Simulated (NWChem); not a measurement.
# C₄H₃FO; SMILES Fc1ccco1

```xyz
9

F     -0.0288    -1.9726     0.0000
C      0.0879    -0.6724     0.0000
C      1.1739     0.1426     0.0000
C      0.6197     1.4665     0.0000
C     -0.7322     1.3221     0.0000
O     -1.0588     0.0001     0.0000
H      2.2169    -0.1608     0.0000
H      1.1685     2.4059     0.0000
H     -1.5661     2.0175     0.0000
```
Atoms are numbered in this order, from 1.

Coordinates come from a PBE0/def2-SVP optimisation.

**Question.** Give the principal values of the shielding tensors (ppm) of F1, C2, C3, C4, C5 from PBE/pcSseg-1, GIAO (NWChem), with their diamagnetic and paramagnetic parts as GIAO splits them.

**Answer.** 
```tsv
atom	σ11	σ22	σ33	isotropic	diamagnetic	paramagnetic
F1	191.3	293.0	355.0	279.8	474.1	-194.3
C2	-41.2	44.2	46.0	16.3	248.7	-232.3
C3	46.4	80.1	160.8	95.8	253.2	-157.4
C4	-17.5	60.3	152.4	65.1	251.2	-186.2
C5	-21.3	63.6	102.4	48.3	251.0	-202.7
```
